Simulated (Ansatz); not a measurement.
Relaxation of ClF3H5HfNSi (12 atoms, charge 0, multiplicity 1), to a largest force component of 0.03 eV/Å in at most 50 steps.

Level of theory: Ansatz 0.2.0, RHF/def2-SVP.

```xyz
12
Properties=species:S:1:pos:R:3
Hf -0.523 0.214 -0.270
Cl 0.038 -1.801 2.803
F 0.992 1.052 0.543
F -1.000 1.344 -1.735
F -0.202 -1.523 -1.003
N -2.211 0.125 1.077
H -2.857 -0.635 0.908
Si -2.904 1.397 2.052
H -3.054 0.980 3.469
H -1.957 2.536 1.981
H -4.232 1.834 1.560
H -1.079 -1.122 2.587
```

Task: Where does it end, and by what steps?

Result: The run converged. After 33 steps the energy has fallen by 0.275 eV; H12 moved furthest, 1.98 Å.

```tsv
step	energy less start (eV)	largest force component (eV/Å)	accepted
0	0.0000	1.157	yes
2	-0.1047	1.331	yes
4	-0.1500	0.398	yes
6	-0.1694	0.196	yes
8	-0.1806	0.298	yes
10	-0.1892	0.122	yes
12	-0.1928	0.699	no
14	-0.2043	0.180	yes
16	-0.2151	0.474	yes
18	-0.2179	0.861	no
20	-0.2364	0.272	yes
22	-0.2490	0.112	yes
24	-0.2540	0.541	yes
26	-0.2668	0.148	no
28	-0.2722	0.075	yes
30	-0.2734	0.032	yes
32	-0.2750	0.031	yes
33	-0.2753	0.022	yes
```

```xyz
12
Properties=species:S:1:pos:R:3
Hf -0.662 0.108 0.031
Cl 0.049 -2.276 2.270
F 0.840 0.509 1.190
F -0.639 1.545 -1.234
F -0.607 -1.522 -0.985
N -2.448 0.261 1.020
H -3.006 -0.579 1.086
Si -3.199 1.631 1.796
H -3.485 1.361 3.226
H -2.235 2.754 1.699
H -4.470 2.023 1.144
H 0.872 -1.415 2.730
```

Whether the end is a true minimum wasn't checked by a vibrational analysis.

Time of the run: 82 s on 4 threads of Arm Neoverse V1 (shared host), peak memory 0.44 GiB.
